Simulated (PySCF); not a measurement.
`CC[C@@]1(Br)C[C@@H]1O`, C$_{5}$H$_{9}$BrO

Geometry (Å), atoms numbered from 1 in this order:
```xyz
16

C    -2.105    0.001    0.060
C    -0.875    0.746    0.571
C     0.375    0.345   -0.170
Br    0.350    0.904   -2.039
C     1.730    0.368    0.485
C     1.088   -0.945    0.112
O     1.600   -1.759   -0.874
H    -1.969   -1.073    0.166
H    -2.280    0.225   -0.990
H    -2.985    0.299    0.624
H    -1.026    1.824    0.470
H    -0.726    0.526    1.632
H     2.574    0.700   -0.102
H     1.789    0.647    1.526
H     0.690   -1.561    0.910
H     1.761   -1.238   -1.674
```

The calculation used GIAO B3LYP/pcSseg-1 magnetisability, rotational g tensor and spin-rotation constants, non-relativistic, gas phase (PySCF 2.14.0). Geometry: GFN2-xTB.

The calculation is non-relativistic, which matters for the atoms heavier than Zn.

(1) How diamagnetic is it, and how anisotropic?

(2) Split it along the inertial axes a, b, c into diamagnetic and paramagnetic parts about the centre of mass, with the quadrupole moment.

(3) And the rotational g tensor?

Answers

(1) Isotropic -1577 × 10⁻³⁰ J/T², or -95.0 × 10⁻⁶ cm³/mol; principal values -1696, -1550, -1486 × 10⁻³⁰ J/T², anisotropy 187 × 10⁻³⁰ J/T² (root of half the summed squared differences of the principal values). The susceptibility is in cgs units.

(2) 
| axis | χ (10⁻⁶ cm³/mol) | diamagnetic (10⁻⁶ cm³/mol) | paramagnetic (10⁻⁶ cm³/mol) | summed x² of all electrons (Å²) | quadrupole Θ (D Å) |
| --- | --- | --- | --- | --- | --- |
| a | -95.8 | -784.1 | 688.3 | 134.4 | +2.02 |
| b | -96.1 | -791.6 | 695.5 | 132.6 | +0.37 |
| c | -93.0 | -1133.0 | 1040.0 | 52.2 | -2.39 |

Anisotropies 2χaa − χbb − χcc = -2.5 and 2χbb − χaa − χcc = -3.4 × 10⁻⁶ cm³/mol. Θ is traceless in Buckingham's convention.

(3) 
| axis | rotational constant (GHz) | g | nuclear part | electronic part |
| --- | --- | --- | --- | --- |
| a | 1.8558 | -0.0044 | 0.5957 | -0.6001 |
| b | 1.6530 | -0.0029 | 0.5372 | -0.5401 |
| c | 1.1315 | -0.0028 | 0.5500 | -0.5528 |

Asymmetric top; isotopes 79Br, 12C, 1H, 16O; no vibrational averaging.
